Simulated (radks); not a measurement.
Values are calculated unless marked as measured or tabulated.
Re0.25-, configuration [Xe] 4f14 5d6.25 6s1 (fractional occupations, a model configuration). Code: a radial shooting solver on a logarithmic mesh with Libxc functionals. Model: scalar-relativistic Kohn-Sham, PBE, spin-unpolarised, spherical densities, point nucleus.

Unscreened Slater integrals over Kohn-Sham orbitals (eV).

| integral | value |
|---|---|
| F0(5d,5d) | 12.035 |
| F2(5d,5d) | 5.8797 |
| F4(5d,5d) | 3.7764 |
| F0(5d,6s) | 8.8008 |
| G2(5d,6s) | 2.6022 |
| F0(5d,4f) | 16.292 |
| F2(5d,4f) | 3.3526 |
| F4(5d,4f) | 1.5176 |
| G1(5d,4f) | 1.1972 |
| G3(5d,4f) | 1.0504 |
| G5(5d,4f) | 0.82030 |
| F0(5d,5p) | 14.744 |
| F2(5d,5p) | 6.6563 |
| G1(5d,5p) | 7.6505 |
| G3(5d,5p) | 4.6719 |
| F0(6s,6s) | 7.5296 |
| F0(6s,4f) | 10.021 |
| G3(6s,4f) | 0.23331 |
| F0(6s,5p) | 9.5877 |
| G1(6s,5p) | 0.61562 |
| F0(4f,4f) | 43.156 |
| F2(4f,4f) | 20.975 |
| F4(4f,4f) | 13.257 |
| F6(4f,4f) | 9.5662 |
| F0(4f,5p) | 24.812 |
| F2(4f,5p) | 7.8235 |
| G2(4f,5p) | 3.3385 |
| G4(4f,5p) | 2.7164 |
| F0(5p,5p) | 20.194 |
| F2(5p,5p) | 10.854 |

Derived for the open shells (J is the average intra-shell exchange parameter used in DFT+U). 5d: Racah B = F2/49 - 5 F4/441 = 0.07718 eV, C = 35 F4/441 = 0.2997 eV, C/B = 3.88, F4/F2 = 0.642, J = (F2 + F4)/14 = 0.6897 eV.
